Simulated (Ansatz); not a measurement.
A series at Ge: from `C#[C][GeH]([C]#C)[C]#C`, ligands are replaced one by one, each step taking up H₂ and setting free `C#C`; n counts the steps. Ansatz, PBE0-D4/def2-TZVP geometries.

| n | molecule | HOMO energy, ωB97M-V/def2-TZVPP (eV) |
| --- | --- | --- |
| 0 | `C#[C][GeH]([C]#C)[C]#C` | ? |
| 1 | `C#[C][GeH2][C]#C` | -10.39 |
| 2 | `C#[C][GeH3]` | -10.43 |
| 3 | GeH₄ | -11.91 |

Q: By hand: fit a straight line y = ȳ + b (n − n̄) to the 3 given rows and predict n = 0.

A: n̄ = 2.000, ȳ = -10.910; Σ(n − n̄)(y − ȳ) = -1.520, Σ(n − n̄)² = 2.000, so b = -0.760 eV a step. Prediction: -10.910 + (-0.760) × (-2.000) = -9.39 eV.

Q: By hand: compare with the computed value, -10.52 eV, and give the steps along the whole series.

A: The line misses by -1.13 eV (computed minus predicted). Steps: 0.13, -0.04, -1.48 eV.

The steps change sign along the series, so a line is a poor guide. The highest orbital can change its character along such a series. The miss is 74.3 % of the series' range.
